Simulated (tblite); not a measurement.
C₄H₈BF₃P (doublet state).
Bonds: F1–C2, C2–F3, C2–F4, C2–C5, C5–C6, C6–C7, C7–B8, B8–P9. Hydrogens: H10, H11 on C5; H12, H13 on C6; H14, H15 on C7; H16 on B8; H17 on P9.

Computed with GFN2-xTB (tblite), gas phase: L-BFGS steps from a force-field or distance-geometry start until the largest atomic force falls under 0.01 eV/Å.

Step 25: E = -831.2378 eV
```
atom  x, y, z in Å  |  force x, y, z in eV/Å
F1      2.1424    1.6531   -0.8558    0.014  -0.011  -0.009
C2      2.3349    0.9084    0.2439   -0.056  -0.132  -0.111
F3      2.0784    1.7179    1.2890    0.021  -0.209  -0.091
F4      3.6524    0.6395    0.2894   -0.120  -0.038   0.027
C5      1.4741   -0.3508    0.2385    0.018   0.024   0.068
C6     -0.0081    0.0476    0.2329    0.128   0.018  -0.026
C7     -0.9820   -1.1382    0.3054    0.107   0.124  -0.063
B8     -2.4793   -0.6342    0.4406    0.049  -0.080  -0.032
P9     -3.0993    0.8444   -0.5264    0.139   0.194  -0.034
H10     1.7303   -0.9316    1.1270   -0.051   0.071   0.087
H11     1.7274   -0.9660   -0.6325    0.005   0.259   0.025
H12    -0.1884    0.7146    1.0828    0.024  -0.090  -0.035
H13    -0.2101    0.6201   -0.6787   -0.013  -0.024   0.047
H14    -0.6821   -1.8184    1.1107   -0.072   0.128  -0.091
H15    -0.9125   -1.7127   -0.6267    0.063   0.010   0.074
H16    -3.2402   -1.2770    1.0464   -0.127  -0.009   0.189
H17    -3.3450    1.6953    0.5530   -0.128  -0.235  -0.024
```

Step 26: E = -831.2497 eV
```
atom  x, y, z in Å  |  force x, y, z in eV/Å
F1      2.1593    1.6521   -0.8576   -0.021  -0.014   0.008
C2      2.3428    0.9040    0.2413   -0.029  -0.163  -0.095
F3      2.0982    1.7112    1.2895   -0.004  -0.162  -0.080
F4      3.6534    0.6175    0.2838    0.050  -0.020   0.031
C5      1.4809   -0.3501    0.2389   -0.168  -0.002   0.070
C6      0.0004    0.0549    0.2361   -0.007   0.012  -0.056
C7     -0.9787   -1.1318    0.3044    0.109   0.208  -0.023
B8     -2.4831   -0.6393    0.4442    0.052   0.026  -0.060
P9     -3.1071    0.8459   -0.5211    0.183   0.084  -0.024
H10     1.7276   -0.9346    1.1282   -0.007   0.096   0.061
H11     1.7261   -0.9649   -0.6338    0.025   0.238   0.021
H12    -0.1788    0.7265    1.0842    0.029  -0.148  -0.037
H13    -0.2012    0.6315   -0.6734   -0.009  -0.044   0.034
H14    -0.6790   -1.8059    1.1154   -0.069   0.097  -0.134
H15    -0.9061   -1.7044   -0.6296    0.066   0.014   0.126
H16    -3.2411   -1.2928    1.0470   -0.083   0.029   0.144
H17    -3.4206    1.6924    0.5422   -0.117  -0.251   0.016
```

Q: Estimate the geometry and energy of step 27. (The exact step hangs on the optimiser's Hessian estimate; all steps are aligned on step 26, rigid shifts and turns removed.)

A: E = -831.2627 eV, largest force 0.290 eV/Å
```
atom  x, y, z in Å  |  force x, y, z in eV/Å
F1      2.1759    1.6509   -0.8595   -0.052  -0.036   0.011
C2      2.3499    0.8968    0.2369    0.024  -0.131  -0.043
F3      2.1179    1.7007    1.2881   -0.035  -0.076  -0.029
F4      3.6540    0.5940    0.2786    0.209  -0.020   0.014
C5      1.4856   -0.3493    0.2405   -0.282  -0.026   0.045
C6      0.0095    0.0627    0.2384   -0.156   0.013  -0.068
C7     -0.9741   -1.1219    0.3026    0.036   0.223   0.022
B8     -2.4870   -0.6454    0.4469    0.028   0.139  -0.069
P9     -3.1101    0.8498   -0.5161    0.219  -0.030  -0.005
H10     1.7247   -0.9356    1.1309    0.030   0.104   0.034
H11     1.7260   -0.9583   -0.6346    0.040   0.149  -0.016
H12    -0.1681    0.7358    1.0850    0.022  -0.159  -0.004
H13    -0.1920    0.6427   -0.6676   -0.006  -0.035  -0.013
H14    -0.6778   -1.7908    1.1176   -0.040   0.045  -0.127
H15    -0.8984   -1.6955   -0.6304    0.070   0.011   0.134
H16    -3.2440   -1.3070    1.0510    0.002   0.090   0.064
H17    -3.4992    1.6827    0.5314   -0.108  -0.264   0.051
```

The energy changes by -0.0130 eV. The first-order estimate −F·Δx gives -0.0177 eV and the mean of the old and new forces, exact on a quadratic surface, -0.0130 eV. The step makes an angle of 75° with the force vector and moves no atom by more than 0.080 Å.

What follows is the cost of the whole relaxation. The run took 0.85 s of wall time on one thread, Arm Neoverse V1 (aarch64), on a shared host.
